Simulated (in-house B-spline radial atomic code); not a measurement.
Values are calculated unless marked as measured or tabulated.
# Cl ion on W atom: potential, deflection and energy transfer

The pair potential comes from two frozen, spherical free-atom densities (PBE, B-spline radial code, scalar-relativistic past argon): electrostatics plus the change in Thomas-Fermi kinetic and Dirac exchange energy where they overlap, the recipe behind the universal ZBL potential, which averages such potentials (from solid-state densities) over many pairs. It is written V = (Z1 Z2 e²/r) φ(r/a), with e² = 14.3996 eV·Å and a = 0.46850 Å/(Z1^0.23 + Z2^0.23); ZBL's fit is φ = 0.18175 e^(−3.1998x) + 0.50986 e^(−0.94229x) + 0.28022 e^(−0.4029x) + 0.02817 e^(−0.20162x). Where φ falls below 4e-4 it is continued as an exponential.

Masses 35.45 and 183.84 u.

```json
{"x = r/a": "0.1", "φ, this pair": "0.8811", "φ, ZBL": "0.8928"}
{"x = r/a": "0.25", "φ, this pair": "0.7537", "φ, ZBL": "0.7647"}
{"x = r/a": "0.5", "φ, this pair": "0.6023", "φ, ZBL": "0.6096"}
{"x = r/a": "1", "φ, this pair": "0.4108", "φ, ZBL": "0.4164"}
{"x = r/a": "1.5", "φ, this pair": "0.2948", "φ, ZBL": "0.2995"}
{"x = r/a": "2", "φ, this pair": "0.2179", "φ, ZBL": "0.2218"}
{"x = r/a": "3", "φ, this pair": "0.1261", "φ, ZBL": "0.1292"}
{"x = r/a": "4", "φ, this pair": "0.07836", "φ, ZBL": "0.08026"}
{"x = r/a": "5", "φ, this pair": "0.05066", "φ, ZBL": "0.05224"}
{"x = r/a": "6.5", "φ, this pair": "0.02848", "φ, ZBL": "0.02914"}
{"x = r/a": "8", "φ, this pair": "0.01728", "φ, ZBL": "0.01705"}
{"x = r/a": "10", "φ, this pair": "0.009371", "φ, ZBL": "0.008778"}
{"x = r/a": "12", "φ, this pair": "0.005259", "φ, ZBL": "0.00474"}
{"x = r/a": "14.5", "φ, this pair": "0.002604", "φ, ZBL": "0.002328"}
{"x = r/a": "17", "φ, this pair": "0.001296", "φ, ZBL": "0.001212"}
{"x = r/a": "20", "φ, this pair": "0.0005727", "φ, ZBL": "0.0005882"}
```

Q: At x = 2 the electrostatic, kinetic and exchange parts are 9047.0, 10786.02 and -413.1 eV. Find r, V and φ.

A: a = 0.46850/(1.9187 + 2.6911) = 0.10163 Å, so r = 0.20327 Å. V = 9047.0 + 10786.02 + (-413.1) = 19419.92 eV. The bare repulsion is 17 × 74 × 14.3996/0.20327 = 89119 eV, so φ = 0.2179, -1.7 % against ZBL's 0.2218. The kinetic (Pauli) term is 56 % of V here.

Q: The ion comes in at 21.26 keV with impact parameter 0.2033 Å. The scattering integral gives a centre-of-mass angle of 56.72° and a closest approach of 2.812 a. What are the reduced energy, the energy passed on and the laboratory angles?

A: ε = E a M2/(Z1 Z2 e² (M1 + M2)) = 21260 × 4.7035e-06 = 0.1. The most that one collision can pass on is γE with γ = 4 M1 M2/(M1 + M2)² = 0.5421. Here T = γE sin²(θ/2) = 0.5421 × 21260 × 0.2257 = 2601 eV. The ion turns by arctan(sin θ/(cos θ + M1/M2)) = 48.4°, and the struck atom leaves at (180° − θ)/2 = 61.6°. The closest approach is 0.286 Å. With ZBL the angle would be 57.39° and T = 2657 eV.
